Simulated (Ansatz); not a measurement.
Steps of a relaxation of `FC1=C[C@H](F)[C@H]1F` with RKS PBE-D4/def2-SVP.

```sh
$ ansatz run in.yaml --threads 4 --pin off --events-out ev --progress --plain --max-ram 10444MiB
```

```yaml
crystal:
  periodic: [false, false, false]
  atoms:
    - {symbol: F, position_ang: [-0.154300, -1.027400, -2.265100]}
    - {symbol: C, position_ang: [-0.115800, -0.532800, -1.015000]}
    - {symbol: C, position_ang: [-0.306600, -1.116600, 0.169300]}
    - {symbol: C, position_ang: [0.101200, 0.151500, 0.961300]}
    - {symbol: F, position_ang: [-0.944100, 0.634500, 1.748100]}
    - {symbol: C, position_ang: [0.184400, 0.853400, -0.417700]}
    - {symbol: F, position_ang: [1.425200, 1.402800, -0.645700]}
    - {symbol: H, position_ang: [-0.481800, -2.111100, 0.485000]}
    - {symbol: H, position_ang: [0.982100, 0.118000, 1.555200]}
    - {symbol: H, position_ang: [-0.607000, 1.576400, -0.572400]}
basis:
  gaussian: {orbitals: def2-SVP}
hamiltonian: {xc: pbe, dispersion: d4}
relax: {f_tol: 0.03, max_steps: 200}
```

Positions (Å) and forces (eV/Å) along the path, 6 of 6 steps:

```xyz
10
step=1 energy=-12323.1825 eV
F    -0.154   -1.027   -2.265    0.044    0.670    0.719
C    -0.116   -0.533   -1.015    0.408    0.288   -0.513
C    -0.307   -1.117    0.169    0.953    1.019    0.835
C     0.101    0.151    0.961   -3.000   -0.910   -1.530
F    -0.944    0.634    1.748    0.236    0.045    0.115
C     0.184    0.853   -0.418    0.978   -0.684   -0.209
F     1.425    1.403   -0.646   -0.033    0.152   -0.462
H    -0.482   -2.111    0.485   -0.572   -1.428    0.466
H     0.982    0.118    1.555    1.537   -0.003    0.669
H    -0.607    1.576   -0.572   -0.551    0.851   -0.091
10
step=2 energy=-12323.4024 eV
F    -0.143   -0.976   -2.249    0.147    0.323    0.326
C    -0.083   -0.532   -0.993   -0.013    0.155   -0.229
C    -0.273   -1.146    0.189    0.239    0.383    0.343
C     0.071    0.134    0.953   -0.847   -0.347   -0.142
F    -0.958    0.624    1.753    0.177   -0.080   -0.082
C     0.195    0.858   -0.419    0.207   -0.550   -0.406
F     1.423    1.413   -0.707   -0.113    0.007   -0.031
H    -0.536   -2.156    0.506   -0.140   -0.154    0.075
H     0.993    0.129    1.545    0.478    0.023    0.171
H    -0.606    1.602   -0.574   -0.134    0.240   -0.025
10
step=3 energy=-12323.4355 eV
F    -0.085   -0.953   -2.241    0.059    0.103    0.052
C    -0.070   -0.530   -0.985   -0.074   -0.087   -0.034
C    -0.276   -1.147    0.199   -0.035    0.009    0.031
C     0.066    0.122    0.953   -0.122    0.040    0.199
F    -0.942    0.612    1.771    0.089   -0.048   -0.018
C     0.185    0.849   -0.428    0.034   -0.128   -0.146
F     1.402    1.418   -0.729    0.012    0.043   -0.004
H    -0.594   -2.152    0.517    0.053    0.124   -0.028
H     1.021    0.129    1.526   -0.031   -0.016   -0.070
H    -0.623    1.601   -0.579    0.016   -0.039    0.018
10
step=4 energy=-12323.4397 eV
F    -0.061   -0.947   -2.240    0.022    0.026   -0.019
C    -0.072   -0.530   -0.984   -0.011   -0.097    0.021
C    -0.286   -1.143    0.200   -0.032   -0.030   -0.022
C     0.060    0.121    0.955    0.010    0.054    0.102
F    -0.934    0.611    1.786    0.050   -0.012   -0.024
C     0.182    0.845   -0.432   -0.004    0.053   -0.009
F     1.397    1.420   -0.735   -0.012    0.003    0.008
H    -0.600   -2.146    0.520    0.012    0.047   -0.011
H     1.024    0.122    1.514   -0.045   -0.015   -0.050
H    -0.627    1.594   -0.582    0.010   -0.029    0.003
10
step=5 energy=-12323.4411 eV
F    -0.032   -0.947   -2.239    0.001   -0.018   -0.014
C    -0.065   -0.533   -0.983   -0.030    0.001    0.007
C    -0.300   -1.140    0.201    0.017   -0.019   -0.028
C     0.060    0.121    0.957   -0.010    0.046   -0.013
F    -0.917    0.616    1.799   -0.003    0.010    0.020
C     0.177    0.844   -0.433    0.057    0.009    0.039
F     1.387    1.430   -0.735   -0.009    0.012    0.002
H    -0.620   -2.139    0.521   -0.004   -0.008    0.004
H     1.031    0.111    1.500   -0.015   -0.010   -0.019
H    -0.639    1.586   -0.584   -0.005   -0.024    0.002
10
step=6 energy=-12323.4415 eV
F    -0.026   -0.948   -2.240   -0.006   -0.012    0.009
C    -0.064   -0.534   -0.983    0.011    0.014   -0.008
C    -0.302   -1.139    0.200   -0.004   -0.002   -0.006
C     0.059    0.122    0.957    0.004    0.005   -0.016
F    -0.913    0.619    1.803    0.003    0.001   -0.003
C     0.178    0.844   -0.432    0.013    0.010    0.015
F     1.385    1.435   -0.734   -0.011   -0.003    0.004
H    -0.624   -2.138    0.521   -0.005   -0.009    0.003
H     1.032    0.107    1.495    0.002   -0.002    0.005
H    -0.641    1.581   -0.584   -0.007   -0.002   -0.001
```

Hardware: 4 threads of an Arm Neoverse V2 on a shared host. Wall time 7.5 s, peak host memory 0.15 GiB.
